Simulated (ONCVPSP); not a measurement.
# lanthanum: variants of one ONCV potential

Base potential:

```
Element                 : lanthanum (La)
Generator               : ONCVPSP 4.0.1
Type                    : optimised norm-conserving Vanderbilt (ONCV)
Functional              : PBEsol
Relativity              : fully relativistic
Frozen core             : [Kr] 4d10
Valence charge          : 11
Reference configuration : 5s2 5p6 5d1 6s1 (charge +1)
Partial waves           : 5s+6s: rc 2.45 bohr, ncon 3, nbas 7, qcut 5.5 1/bohr, 2 projectors; 5p: rc 3.05 bohr, ncon 4, nbas 7, qcut 4.1 1/bohr, 2 projectors, debl 2.6 Ha; 5d: rc 2.90 bohr, ncon 4, nbas 8, qcut 3.7 1/bohr, 2 projectors, debl 1.1 Ha; f scattering state at 0.17 Ha: rc 2.35 bohr, ncon 3, nbas 7, qcut 4.7 1/bohr, 3 projectors, debl 3.5 Ha
Local potential         : polynomial inside 1.80 bohr (lpopt 5, dvloc0 1 Ha)
Core correction         : Teter function, fcfact 5.5, rcfact 1.05
```

Open shells are filled in proportion to 2j + 1.

In the p channel the program set the typed energies aside and used -1.008, 0.050 Ha (j = l + 1/2; the other j can differ). In the f channel the program set the typed energies aside and used -0.371, 3.129, 6.629 Ha (j = l + 1/2; the other j can differ).

Cutoffs, loose and tight: the cutoffs (Ha) at which the residual kinetic energy of the hardest occupied pseudo-wave falls to 1 and 0.1 mHa per electron. They do not see the model core or the augmentation charge, which bear on the density cutoff. Test errors are all-electron minus pseudo excitation energies from the reference, over the configurations 5s2 5p6 5d1 6s2; 5s2 5p6 5d1 6s0; 5s2 5p6 5d0 6s0; 5s2 5p6 5d1 6s0 6p1. A dash means not determined; rows that change the core or the reference have their own tests.

For the base: The cutoffs count occupied waves only; projector 2 of the f channel, the hardest unoccupied one, needs 102 Ha at the loose tolerance.

A true bound ghost makes a file unfit for plane-wave use even where its test errors are small: the radial tests pick states by their node count and pass the ghost by.

| change | outcome | cutoff, loose | cutoff, tight | bound ghosts | GHOST(+) flags above zero | largest test error (meV) |
| --- | --- | --- | --- | --- | --- | --- |
| base | generated, projector energies reset by the program | 9.4 Ha | 11 Ha | none | s | +7.8 |
| all radii but the core radius scaled by about 0.80 (s 1.96, p 2.44, d 2.32, f 1.88 bohr); local potential polynomial inside 1.44 bohr (lpopt 5, dvloc0 1 Ha) | failed: ERROR pspot: first pseudo wave function has node, program will stop | – | – | – | – | – |
| all radii but the core radius scaled by about 0.85 (s 2.10, p 2.60, d 2.48, f 2.00 bohr); local potential polynomial inside 1.54 bohr (lpopt 5, dvloc0 1 Ha) | generated, projector energies reset by the program | 11 Ha | 13 Ha | none | s | +5.1 |
| all radii but the core radius scaled by about 0.93 (s 2.28, p 2.84, d 2.70, f 2.20 bohr); local potential polynomial inside 1.68 bohr (lpopt 5, dvloc0 1 Ha) | generated, projector energies reset by the program | 10 Ha | 12 Ha | none | s | +8.7 |
| all radii but the core radius scaled by about 1.04 (s 2.56, p 3.18, d 3.02, f 2.46 bohr); local potential polynomial inside 1.88 bohr (lpopt 5, dvloc0 1 Ha) | generated, projector energies reset by the program | 9.1 Ha | 11 Ha | none | s | +9.9 |
| all radii but the core radius scaled by about 1.27 (s 3.10, p 3.88, d 3.68, f 2.98 bohr); local potential polynomial inside 2.28 bohr (lpopt 5, dvloc0 1 Ha) | generated, projector energies reset by the program | 7.3 Ha | 9.2 Ha | d5/2 | f7/2, f5/2 | +23 |
| all radii but the core radius scaled by about 1.31 (s 3.20, p 3.98, d 3.78, f 3.08 bohr); local potential polynomial inside 2.36 bohr (lpopt 5, dvloc0 1 Ha) | generated, projector energies reset by the program | 6.7 Ha | 8.8 Ha | none | none | +26 |

(1) What comes out with this change to the base: all radii but the core radius scaled by about 1.12 (s 2.74, p 3.42, d 3.24, f 2.64 bohr); local potential polynomial inside 2.02 bohr (lpopt 5, dvloc0 1 Ha)?

(2) What comes out with this change to the base: all radii but the core radius scaled by about 1.19 (s 2.90, p 3.62, d 3.44, f 2.78 bohr); local potential polynomial inside 2.14 bohr (lpopt 5, dvloc0 1 Ha)?

## Answers

(1) outcome: generated, projector energies reset by the program; cutoff, loose: 8.6 Ha; cutoff, tight: 11 Ha; bound ghosts: none; GHOST(+) flags above zero: d5/2, f7/2, d3/2, f5/2; largest test error (meV): +13.

(2) outcome: generated, projector energies reset by the program; cutoff, loose: 8.1 Ha; cutoff, tight: 10.0 Ha; bound ghosts: none; GHOST(+) flags above zero: s, f7/2, f5/2; largest test error (meV): +17.

Reading the sweep of the scale of all radii but the core radius (base = 1) (base included, trends over the rows without a ghost): The loose cutoff falls from 11 Ha at 0.85 to 6.7 Ha at 1.31. A larger radius leaves more room for a smooth pseudo-wave, so fewer plane waves are needed; a smaller one forces it to follow the all-electron wave where it bends sharply. The median size of the test errors (rows with all tests solved) rises from 2.0 meV at 0.85 to 3.3 meV at 1.31, with one reversal. More of the atom is replaced by a form fitted at one configuration, so other configurations suffer as the radius grows. Bound ghosts are found at 1.27. The generation fails at 0.8.
